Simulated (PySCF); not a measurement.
## Spinor energies of Ir³⁵⁺ (iridium, charge +35)

Start: [Kr] 4d6; 4d3/2 filled at m_j = -3/2, -1/2, +1/2, +3/2; 4d5/2 filled at m_j = +3/2, +5/2. Calculated with PySCF 2.14 in an even-tempered Gaussian basis (17 s from 3.7 bohr⁻², ratio 2.8; 14 p from 4.8 bohr⁻², ratio 2.8; 9 d from 4.8 bohr⁻², ratio 2.8; 3 f from 20 bohr⁻², ratio 3): generalised Hartree-Fock with the X2C-1e Hamiltonian and a Gaussian nucleus; one run each with spin-orbit coupling (SO) switched off, then screened by Boettger's factors.

```
spinor shell  electrons  ε, spin-free (eV)  ε, screened SO (eV)  weight of nominal j (screened SO)  rms radius, screened SO (bohr)
       1s1/2          2           -77966.5             -77938.5                              1.000                          0.0197
       2s1/2          2           -14975.3             -14965.7                              1.000                          0.0796
       2p1/2          2           -13206.7             -14376.0                              1.000                          0.0675
       2p3/2          4           -13206.7             -12739.7                              1.000                          0.0753
       3s1/2          2            -4647.0              -4643.5                              1.000                           0.202
       3p1/2          2            -4119.6              -4382.1                              1.000                           0.193
       3p3/2          4            -4119.6              -4011.7                              1.000                           0.208
       3d3/2          4            -3537.2              -3585.6                              1.000                           0.183
       3d5/2          6            -3537.2              -3501.4                              1.000                           0.187
       4s1/2          2            -1979.9              -1978.5                              1.000                           0.419
       4p1/2          2            -1780.9              -1867.3                              0.998                           0.421
       4d3/2          4            -1562.0              -1572.2                              0.979                           0.438
       4d5/2          2            -1562.0              -1549.5                              0.980                           0.445
```

Where does 4p3/2 lie, and what is the 4p spin-orbit splitting (screened SO)?

At -1744.1 eV, 123.19 eV above 4p1/2.

| quantity | spin-free | screened SO |
| --- | --- | --- |
| E (hartree) | -17121.28127 | -17147.18932 |
| M_J | 4 | 4 |
| ⟨J²⟩ | 20.001 | 20.011 |
| ⟨L²⟩ | 6.000 | 12.134 |
| ⟨S²⟩ | 6.000 | 3.191 |

Each row is a mean over spinors that exchange with the open shell spreads, by up to 23.080 eV (4p3/2).

Breit and QED terms are absent; they matter most for the inner s and p1/2 levels.

Densities and radii are taken from the X2C orbitals without a picture-change correction, which distorts them close to the nucleus.

Without spin-orbit coupling the j labels of p, d and f shells carry no meaning; the spin-free column gives the mean over the occupied spinors of each nl shell.
